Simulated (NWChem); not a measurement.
All runs are NWChem calculations. System: H5BO, charge 0, spin multiplicity 1, at a geometry optimised with PBE0/def2-SVP. The structure started from a generated list of species. Level: G0W0@PBE0/def2-SVPD, RI basis def2-svpd-rifit.

The NWChem input:

```
start mol
memory heap 200 mb stack 700 mb global 1700 mb
geometry units angstroms nocenter noautoz
  B     -0.879049     0.268646     0.000000
  H     -0.996575     0.908996    -1.028256
  H     -1.445609    -0.815893     0.000000
  H     -0.996575     0.908996     1.028256
  O      0.747630    -0.124358     0.000000
  H      0.926481    -0.675230    -0.773939
  H      0.926481    -0.675230     0.773939
  symmetry group Cs
end
basis spherical
  * library def2-svpd
end
basis "ri basis" bse spherical
  * library def2-svpd-rifit
end
dft
  xc pbe0
  iterations 100
  direct
  tolerances tight
end
task dft energy
gw
  states alpha occ 4 vir 2
end
task dft gw
```

Output (cleaned and shortened):

```
             Northwest Computational Chemistry Package (NWChem) 7.3.0
             --------------------------------------------------------

                                NWChem Input Module
                                -------------------

 Scaling coordinates for geometry "geometry" by  1.889725989
 (inverse scale =  0.529177249)

 Turning off AUTOSYM since
 SYMMETRY directive was detected!

                             Geometry "geometry" -> ""
                             -------------------------

 Output coordinates in angstroms (scale by  1.889725989 to convert to a.u.)

  No.       Tag          Charge          X              Y              Z
 ---- ---------------- ---------- -------------- -------------- --------------
    1 B                    5.0000    -0.87904900     0.26864600     0.00000000
    2 H                    1.0000    -0.99657500     0.90899600    -1.02825600
    3 H                    1.0000    -1.44560900    -0.81589300     0.00000000
    4 H                    1.0000    -0.99657500     0.90899600     1.02825600
    5 O                    8.0000     0.74763000    -0.12435800     0.00000000
    6 H                    1.0000     0.92648100    -0.67523000    -0.77393900
    7 H                    1.0000     0.92648100    -0.67523000     0.77393900

 Effective nuclear repulsion energy (a.u.)      38.2152445235

            Nuclear Dipole moment (a.u.)
            ----------------------------
        X                 Y               Z
 ---------------- ---------------- ----------------
    -0.0000037795     0.0000094486     0.0000000000

      Symmetry information
      --------------------

 Group name             Cs
 Group number              2
 Group order               2
 No. of unique centers     5

      Symmetry unique atoms

     1    2    3    5    6


 Summary of "ao basis" -> "" (spherical)
 ------------------------------------------------------------------------------
       Tag                 Description            Shells   Functions and Types
 ---------------- ------------------------------  ------  ---------------------
 *                         def2-svpd                  on all atoms
[...]
           0.000000000000           0.000000000000          98.406344706446

     Multipole analysis of the density
     ---------------------------------

     L   x y z        total         alpha         beta         nuclear
     -   - - -        -----         -----         ----         -------
     0   0 0 0     -0.000000     -9.000000     -9.000000     18.000000

     1   1 0 0      1.452352      0.726178      0.726178     -0.000004
     1   0 1 0     -1.010917     -0.505463     -0.505463      0.000009
     1   0 0 1      0.000000      0.000000      0.000000      0.000000

     2   2 0 0    -12.105448    -31.278872    -31.278872     50.452295
     2   1 1 0     -1.709415      5.944660      5.944660    -13.598734
     2   1 0 1     -0.000000     -0.000000     -0.000000      0.000000
     2   0 2 0    -11.557642    -12.411489    -12.411489     13.265335
     2   0 1 1      0.000000      0.000000      0.000000      0.000000
     2   0 0 2    -10.674124    -11.251787    -11.251787     11.829450

 Task  times  cpu:        3.5s     wall:        3.5s

                                NWChem Input Module
                                -------------------

                                 NWChem GW Module
                                 ----------------

                             ***********************
                             ***        GW       ***
                             ***********************

 Summary of "ri basis" -> "ri basis" (spherical)
 ------------------------------------------------------------------------------
       Tag                 Description            Shells   Functions and Types
 ---------------- ------------------------------  ------  ---------------------
 B                      def2-svpd-rifit             20       64   7s6p5d2f
 H                      def2-svpd-rifit              9       23   4s3p2d
 O                      def2-svpd-rifit             20       64   7s6p5d2f

                 Memory Information
                 ------------------
          Available GA per process is          1699.9 MBs
          Available stack per process is        700.0 MBs
          Available heap per process is           0.0 MBs

          Peak memory in Initialization
              Peak GA per process is                  2.2 MBs
              Peak stack per process is               0.1 MBs
              Peak heap per process is                2.3 MBs
              Memory not in MA per process            0.0 MBs

          Peak memory in AFF Calculation
              Peak GA per process is                  6.3 MBs
              Peak stack per process is               3.4 MBs
              Peak heap per process is                0.0 MBs
              Memory not in MA per process            3.4 MBs

          Computing 2-center integrals
          Computing Inverse Cholesky factor
          Computing 3-center integrals
          Computing V_xc ...

          Computing Sigma_x
          Computing RPA polarizability
          Solving quasiparticle equations

                  Alpha Orbitals
          State     Energy (eV)     Error (eV)
          -----------------------------------
@GW         6        -15.425           0.002
@GW         7        -13.503           0.002
@GW         8        -10.934           0.002
@GW         9        -10.710           0.002
@GW        10          1.121           0.004
@GW        11          2.885           0.003

   Applying  -2.6172 eV scissor-shift to rest of particle states

   Applying   1.8215 eV scissor-shift to rest of hole states

     GW Timing Statistics
   ------------------------
   Init.   :          0.0s
     ERIs  :          0.3s
     Distr.:          0.0s
     Vxc   :          0.4s
   Sigma_x :          0.0s
   RPA     :          0.1s
   Wmn     :          0.0s
   Sigma_c :          0.0s
   GW total:          0.8s

 Task  times  cpu:        0.8s     wall:        0.8s

 Total times  cpu:        4.4s     wall:        4.4s
```
